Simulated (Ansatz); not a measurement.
Input for Ansatz (a first-principles code): R-CCSD(T)/def2-TZVPPD on H2Se (SMILES [SeH2]) with ghost functions, monomers drawn apart or pushed together. Files ending in .json are basis or fitting sets from the Basis Set Exchange. The run froze 14 orbitals, filled d shells among them.

Ansatz 0.2 input:
```yaml
crystal:
  periodic: [false, false, false]
  atoms:
    - {symbol: Se, position_ang: [0.29971290, 0.12036161, 4.00887270]}
    - {symbol: H, position_ang: [-0.01336513, -0.36859553, 5.36219156]}
    - {symbol: H, position_ang: [1.00891816, -1.12243596, 3.67739905]}
basis:
  gaussian:
    orbitals: def2-TZVPPD.json
    ghost_atoms:
      - {symbol: P, position_ang: [0.11565038, 0.07616293, -0.17248011]}
      - {symbol: H, position_ang: [-0.63776474, 1.26483832, -0.00582678]}
      - {symbol: H, position_ang: [0.20601362, 0.21841078, -1.58161171]}
      - {symbol: H, position_ang: [-1.03240589, -0.75251457, -0.23360111]}
magnetization: {spin_polarized: false}
correlation: {method: ccsd_t, electrons: outside_noble_gas}
scf: {lower_state_search: off}
```

The log:

```
WARN ansatz: RAYON_NUM_THREADS=1 ignored (pool sized by the plan → 1); use --threads N
Functional definition: HF
these checks for a lower state are left out or cut short: stability, starts, cluster_reference, orbital_swaps, neighbouring_geometries, increment
integrals: 0.68 GiB planned
1076 factors; integrals over basis functions are off by at most 1.1e-3 eV
mean field: 0.48 GiB planned
mean field evaluation 1: about -65334.1312 eV, gradient 9.6e0 eV
mean field evaluation 2: about -65334.1705 eV, gradient 9.7e0 eV
mean field evaluation 4: about -65334.6591 eV, gradient 1.5e0 eV
mean field evaluation 8: about -65334.6699 eV, gradient 5.9e-5 eV
mean field -65334.66989775 eV, -2401.0048333124 hartree, gradient 1.4e-6 eV, S^2 0.000000; 0 other end points of the search recorded, 0 dependent functions left out
14 core orbitals not correlated
reference -65334.66989775 eV, -2401.0048333124 hartree; 4, 4 occupied and 172, 172 virtual orbitals, 1076 factors
second order -4.63144351 eV of doubles, -0.00000000 eV of singles
coupled cluster: 1.60 GiB planned
cycle   1  -5.08429446 eV  change   -4.5e-1 eV  update   4.9e-2
cycle   2  -5.24264556 eV  change   -1.6e-1 eV  update   1.6e-2
cycle   3  -5.25219359 eV  change   -9.5e-3 eV  update   4.2e-3
cycle   4  -5.25143457 eV  change    7.6e-4 eV  update   1.3e-3
cycle   5  -5.25100210 eV  change    4.3e-4 eV  update   3.5e-4
cycle   6  -5.25097496 eV  change    2.7e-5 eV  update   1.2e-4
cycle   7  -5.25099785 eV  change   -2.3e-5 eV  update   3.8e-5
cycle   8  -5.25099987 eV  change   -2.0e-6 eV  update   1.3e-5
cycle   9  -5.25099755 eV  change    2.3e-6 eV  update   4.1e-6
perturbative correction -0.18739229 eV, -0.0068865396 hartree
Total energy: -65340.10828759 eV, -2401.2046904528 hartree
Checks for a lower state left out: stability, starts, cluster_reference, orbital_swaps, neighbouring_geometries, increment
```

The calculation finished and met its thresholds.

Cost: very roughly 29 core-seconds.
